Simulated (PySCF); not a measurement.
Harmonic spectrum computed at PBE0 in the def2-TZVP basis family (core potentials from Rb on, PySCF, no spin–orbit coupling):

| symmetry | ω (cm⁻¹) | IR (km/mol, summed over degenerate members) |
| --- | --- | --- |
| πu | 164 | 10.0 |
| σg+ | 675 | 0.0 |
| σu+ | 736 | 172 |

Question: Which molecule gave it? In each, all ligands are bound to the one heavy central atom.
A. PtF₂ (triplet)
B. RhF₂ (quartet)
C. PdF₂ (triplet)
D. OsF₂ (quintet)

Answer: A. It has D∞h symmetry with Pt–F 1.827 Å (×2).
